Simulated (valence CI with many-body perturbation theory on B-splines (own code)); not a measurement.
Ladder of approximations for Ne VI

Method: configuration interaction combined with many-body perturbation theory (CI+MBPT): three valence electrons over a frozen Dirac-Fock core [He], a basis of 11 s, 11 p, 9 d, 7 f, 5 g, 2 h, 1 i functions for each j, with the one-electron correlation potential Σ1 (screened to all orders), the two-electron term Σ2, the three-electron term Σ3, Breit, model QED; selected single and double excitations, second order for the rest, scaled by the run's own slope (own B-spline code, finite nucleus).

Against 28 measured levels this calculation errs by 163 cm⁻¹ on average and by 445 at most. These come from a selection out of NIST levels in Podobedova, Fuhr, Reader and Wiese, J. Phys. Chem. Ref. Data 33, 525 (2004). Levels without a partner in it may be off by more. 2 measured levels below the end of the list, from 983000 cm⁻¹ on, found no clear computed partner, and computed levels of the same name lie up to 9623 cm⁻¹ from them.

Each rung adds one term. CI alone is the Dirac-Coulomb CI over the frozen core; QED comes last and gives the full result, which names the levels. Energies are above 2s2.2p 2P°_1/2 on the same rung, in cm⁻¹.

Letters in brackets count levels of one name in rising energy.

```
               Level  CI alone    + Σ1    + Σ2    + Σ3  + Breit    Full
      2s2.2p 2P°_3/2      1425    1439    1438    1437     1302    1306
       2s.2p2 4P_1/2    101065  100232  100190  100246   100275  100188
       2s.2p2 4P_3/2    101549  100720  100678  100733   100719  100634
       2s.2p2 4P_5/2    102337  101516  101474  101529   101363  101280
       2s.2p2 2D_5/2    180477  179713  179364  179256   179138  179053
       2s.2p2 2D_3/2    180473  179708  179361  179252   179168  179083
       2s.2p2 2S_1/2    232176  231466  231347  231113   231104  231018
       2s.2p2 2P_1/2    252169  251375  249730  249537   249550  249457
       2s.2p2 2P_3/2    253103  252318  250671  250478   250359  250269
         2p3 4S°_3/2    325228  323564  321960  321830   321774  321595
         2p3 2D°_5/2    362780  361195  360035  359909   359777  359599
         2p3 2D°_3/2    362753  361168  360007  359882   359847  359669
         2p3 2P°_1/2    409206  407714  406511  406342   406331  406158
         2p3 2P°_3/2    409284  407795  406591  406422   406378  406205
       2s2.3s 2S_1/2    721677  723218  722888  722757   722542  722582
      2s2.3p 2P°_1/2    770451  771808  771493  771362   771175  771190
      2s2.3p 2P°_3/2    770806  772167  771851  771720   771497  771512
       2s2.3d 2D_3/2    815162  816800  816436  816307   816058  816077
       2s2.3d 2D_5/2    815240  816879  816515  816386   816131  816150
    2s.2p.3s 4P°_1/2    833436  834087  833834  833703   833605  833551
    2s.2p.3s 4P°_3/2    833957  834613  834359  834229   834051  833997
    2s.2p.3s 4P°_5/2    834848  835512  835258  835127   834856  834805
2s.2p.3s 2P°_1/2 [a]    855453  856132  855809  855679   855546  855493
2s.2p.3s 2P°_3/2 [a]    856441  857130  856803  856672   856428  856378
 2s.2p.3p 2P_1/2 [a]    876146  876614  876272  876142   876002  875924
 2s.2p.3p 2P_3/2 [a]    876602  877074  876731  876600   876390  876313
     2s.2p.3p 4D_1/2    877927  878420  878119  877989   877876  877800
     2s.2p.3p 4D_3/2    878196  878692  878392  878262   878121  878045
     2s.2p.3p 4D_5/2    878677  879177  878879  878749   878549  878475
     2s.2p.3p 4D_7/2    879449  879957  879658  879527   879247  879174
     2s.2p.3p 4S_3/2    887483  887991  887692  887561   887363  887290
```

(1) How does the ionisation energy move along the ladder, and which term matters most?

## Answers

(1) CI alone 157.80, + Σ1 158.02, + Σ2 157.97, + Σ3 157.96, + Breit 157.92, + QED 157.93 eV. The largest step is Σ1, 0.21 eV. NIST lists 157.934 eV (measured).
